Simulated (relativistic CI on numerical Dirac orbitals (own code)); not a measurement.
## Radial parameters of Pt2+

Method of calculation: Dirac-Coulomb-Breit CI, KLI orbitals optimised for each configuration, model QED, valence Slater integrals scaled by 0.85, P86 correlation energy added to each configuration (own radial code, finite nucleus).

Slater integrals F^k, G^k are unscaled and averaged over j, outside the closed core [Xe] 4f14; ζ comes from projecting the Hamiltonian with its Breit term on Σ l·s of the shell.

- 5d⁸: F^2(5d,5d) = 66324, F^4(5d,5d) = 43812, ζ(5d) = 4213.1 cm⁻¹; <r>(5d) = 1.552, <r^2>(5d) = 2.812 (bohr units).
- 5d⁷6s: F^2(5d,5d) = 67774, F^4(5d,5d) = 44877, ζ(5d) = 4492.1, G^2(5d,6s) = 23079 cm⁻¹; <r>(5d) = 1.523, <r^2>(5d) = 2.703, <r>(6s) = 2.449, <r^2>(6s) = 6.736 (bohr units).
- 5d⁷6p: F^2(5d,5d) = 68517, F^4(5d,5d) = 45436, ζ(5d) = 4634.8, F^2(5d,6p) = 25790, G^1(5d,6p) = 11943, G^3(5d,6p) = 9642.8, ζ(6p) = 7275.2 cm⁻¹; <r>(5d) = 1.51, <r^2>(5d) = 2.652, <r>(6p) = 3.115, <r^2>(6p) = 10.94 (bohr units).

Question: Give the Racah parameters of the d shell in 5d⁸.

Answer: B = F²/49 − 5F⁴/441 = 857 cm⁻¹ and C = 35F⁴/441 = 3477 cm⁻¹; values fitted to spectra at such low charge are typically 15 to 30 % smaller.

In this model ζ of a weakly bound d, f or g electron outside closed shells comes out too small, for d by up to a factor of two or three and at times with the wrong sign; that of an outer p electron is too small as well.

For a near-neutral ion this model can misplace configurations by up to about 10,000 cm⁻¹ (more where the count of f electrons changes) and terms by 10 to 25 % of their spread. Rates follow the energies as ν³ (E1, M1) or ν⁵ (E2), so they and the lifetimes can be off by large factors. The fine structure of a lone outer electron comes out too small, for d and f at times inverted, and misplaced configurations move strength between like terms. 5 of the 7 excited levels that our extract of the measured tables holds in this range could be paired (the sources list more); they are missed by 1171 cm⁻¹ on average and 3057 at most, and levels without a partner can miss by more. Some levels of the ground configuration have no partner and can miss by 10 % or more.

Averages of the first 10 configurations, taken without configuration mixing, which lowers the lowest level and can move excited configurations by several eV; other configurations of the list can lie among them:

| Configuration | Parity | States | Average energy above the lowest level (eV) |
| --- | --- | --- | --- |
| 5d⁸ | even | 45 | 1.8 |
| 5d⁷6s | even | 240 | 6.8 |
| 5d⁷6p | odd | 720 | 14.6 |
| 5d⁷5f | odd | 1680 | 25.3 |
| 5d⁶6s6p | odd | 2520 | 21.0 |
| 5d⁷7s | even | 240 | 21.5 |
| 5d⁷6d | even | 1200 | 22.2 |
| 5d⁷7p | odd | 720 | 24.0 |
| 5d⁷7d | even | 1200 | 26.9 |
| 5d⁷6f | odd | 1680 | 28.2 |
